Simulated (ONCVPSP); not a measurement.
Before and after: ONCV potential for Pd (Z = 46)

* Element: Pd
* Generator: ONCVPSP 4.0.1
* Type: optimised norm-conserving Vanderbilt (ONCV)
* Functional: PW91
* Relativity: fully relativistic
* Frozen core: [Ar] 3d10
* Valence charge: 18
* Reference configuration: 4s2 4p6 4d7 (charge +3)
* Partial waves: 4s: rc 1.60 bohr, ncon 3, nbas 7, qcut 7.8 1/bohr, 2 projectors, debl 3.1 Ha; 4p: rc 1.50 bohr, ncon 4, nbas 8, qcut 10.5 1/bohr, 2 projectors, debl 2.5 Ha; 4d: rc 1.95 bohr, ncon 5, nbas 10, qcut 8.5 1/bohr, 1 projector
* Local potential: polynomial inside 1.15 bohr (lpopt 5, dvloc0 6 Ha)
* Core correction: none

Open shells are filled in proportion to 2j + 1.

In the s channel the program set the typed energies aside and used -4.634, 0.050 Ha. In the p channel the program set the typed energies aside and used -3.309, 0.250 Ha (j = l + 1/2; the other j can differ).

Change: local potential polynomial inside 1.40 bohr (lpopt 2, dvloc0 0 Ha).

Cutoffs: the cutoffs (Ha) at which the residual kinetic energy of the hardest occupied pseudo-wave falls to 1 and 0.1 mHa per electron; they do not see the model core or the augmentation charge, which bear on the density cutoff. Errors are all-electron minus pseudo energies relative to the spin-unpolarised reference configuration.

Q: Predict the effect on cutoff, ghosts and configuration errors.

A: The potential gets neither clearly harder nor softer (30 Ha and 38 Ha → 30 Ha and 38 Ha); of the 3 tests that both files solve, the error grows in 0 and shrinks in 3 by more than 15 % and 0.3 meV (median size 5.9 → 2.0 meV); neither file shows a bound ghost.

| quantity | base | changed |
| --- | --- | --- |
| cutoff, loose | 30 Ha | 30 Ha |
| cutoff, tight | 38 Ha | 38 Ha |
| bound ghosts | none | none |
| GHOST(+) flags under 300 eV | none | none |
| tests with a reliable result | 3 of 4 | 3 of 4 |
| error for 4s2 4p6 4d9, meV [ΔE -55.33 eV] | +8.1 | -2.0 |
| error for 4s2 4p6 4d8, meV [ΔE -34.44 eV] | +4.8 | +1.8 |
| error for 4s2 4p6 4d9 5p1, meV [ΔE -59.24 eV] | +5.9 | -4.2 |
| s: phases at 1.63 bohr within 0.05 rad from the reference energy up to (Ha; the scan ends near 5) | to the end of the scan | to the end of the scan |
| p3/2: phases at 1.52 bohr within 0.05 rad from the reference energy up to (Ha; the scan ends near 5) | to the end of the scan | to the end of the scan |
| p1/2: phases at 1.52 bohr within 0.05 rad from the reference energy up to (Ha; the scan ends near 5) | to the end of the scan | to the end of the scan |
| d5/2: phases at 1.98 bohr within 0.05 rad from the reference energy up to (Ha; the scan ends near 5) | 0.5 | 0.3 |
| d3/2: phases at 1.98 bohr within 0.05 rad from the reference energy up to (Ha; the scan ends near 5) | 0.4 | 0.3 |
